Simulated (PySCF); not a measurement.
# How methods differ on the excitation energy of Cd(2+)

Cd(2+) [Kr] 4d10 (1S) → Cd(2+) [Kr] 4d9 5p1 (high-spin determinant), as a difference of total energies. All numbers are calculated (PySCF 2.14, scalar relativity by spin-free X2C-1e, in x2c-TZVPPall with one added diffuse shell each of s, p, d, f type (9s7p7d3f1g, 95 functions)). Correlated levels: valence: [Kr] frozen; valence and next inner shell: [Ar] 3d10 frozen. The calculations carry no spin-orbit coupling.

```json
{"method": "UHF", "excitation energy (cm⁻¹)": "131310"}
{"method": "LDA", "excitation energy (cm⁻¹)": "135800"}
{"method": "PBE", "excitation energy (cm⁻¹)": "133880"}
{"method": "PBE0", "excitation energy (cm⁻¹)": "135220"}
{"method": "r2SCAN", "excitation energy (cm⁻¹)": "134680"}
{"method": "TPSSh", "excitation energy (cm⁻¹)": "134720"}
{"method": "BP86", "excitation energy (cm⁻¹)": "133910"}
{"method": "wB97M-V", "excitation energy (cm⁻¹)": "137380"}
{"method": "BHandHLYP", "excitation energy (cm⁻¹)": "134980"}
{"method": "MP2 (valence)", "excitation energy (cm⁻¹)": "140990"}
{"method": "SCS-MP2 (valence)", "excitation energy (cm⁻¹)": "140660"}
{"method": "MP2 (valence and next inner shell)", "excitation energy (cm⁻¹)": "139670"}
{"method": "SCS-MP2 (valence and next inner shell)", "excitation energy (cm⁻¹)": "139000"}
```

A first-order spin-orbit estimate (lowest level to lowest level, LS coupling) adds -0.154 eV.

The determinant of the upper state mixes LS terms, which raises its energy above the lowest term, most at the Hartree-Fock and MP2 levels.
